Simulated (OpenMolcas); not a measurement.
**Cu3+: terms and fine structure**

```yaml
Program: OpenMolcas 26.06
Method: CASSCF
Basis: ANO-RCC-VQZP [7s6p4d3f2g1h]
Scalar_Hamiltonian: DKH2, point nucleus
Active_space: 8 electrons in 5 orbitals (3d)
State_averaging: 2S+1 = 3 even, 10 roots; 2S+1 = 1 even, 15 roots
Spin-orbit_coupling: state interaction with AMFI integrals over the reference wave functions, term energies averaged over their components
```

Spin-free terms above the lowest, with the occupations of the reference:

| Configuration | Term | E (cm-1) | Occupations |
| --- | --- | --- | --- |
| 3d8 | 3F | 0.0 | 3d 8.00 |
| 3d8 | 1D | 18552 | 3d 8.00 |
| 3d8 | 3P | 22382 | 3d 8.00 |
| 3d8 | 1G | 28968 | 3d 8.00 |
| 3d8 | 1S | 71501 | 3d 8.00 |

With spin-orbit coupling, above the lowest level:

| Configuration | Term | J | E (cm-1) | Measured (cm-1) | g | Term weight % |
| --- | --- | --- | --- | --- | --- | --- |
| 3d8 | 3F | 4 | 0.0 | 0.0 | 1.250 | 100 |
| 3d8 | 3F | 3 | 1837 | 1861 | 1.084 | 100 |
| 3d8 | 3F | 2 | 3078 | 3078 | 0.668 | 99 |
| 3d8 | 1D | 2 | 19595 | 16248 | 1.053 | 88 |
| 3d8 | 3P | 2 | 23773 | 19697 | 1.446 | 89 |
| 3d8 | 3P | 1 | 24220 | 20097 | 1.501 | 100 |
| 3d8 | 3P | 0 | 24571 | 20423 |  | 100 |
| 3d8 | 1G | 4 | 30380 | 26913 | 1.000 | 100 |
| 3d8 | 1S | 0 | 72987 | 61456 |  | 100 |

Against the 8 measured excited levels shown (Sugar and Musgrove, J. Phys. Chem. Ref. Data 19, 527 (1990)) the mean absolute deviation is 3800 cm-1; the largest miss in energy is 3d8 1S0: computed 72987, measured 61456 cm-1 (+18.8 %).

Spin-orbit coupling puts the lowest level 1385 cm-1 below the lowest spin-free term.

For 3F the intervals divided by the larger J are -413.6, -459.3 cm-1. Landé's interval rule makes them equal in pure LS coupling; they differ by 10 % of their mean. The multiplet is inverted.

Without dynamic correlation excited terms often stand tens of per cent too high (terms of higher spin than the ground term too low), and those without a measured partner can miss by more than the paired ones. Computed and measured levels are paired by configuration, term and J; levels that our copy of the source lacks, or whose pairing is in doubt (as where it misses far off the trend of its configuration), stay unpaired and out of the deviations. Levels of configurations outside the active space are missing.

The RASSCF and RASSI steps took 7.4 s on 1 thread of Arm Neoverse V1 (shared host); the integral step is not counted.

The term weight is that of the spin-free term in the level, not the purity of its configuration.
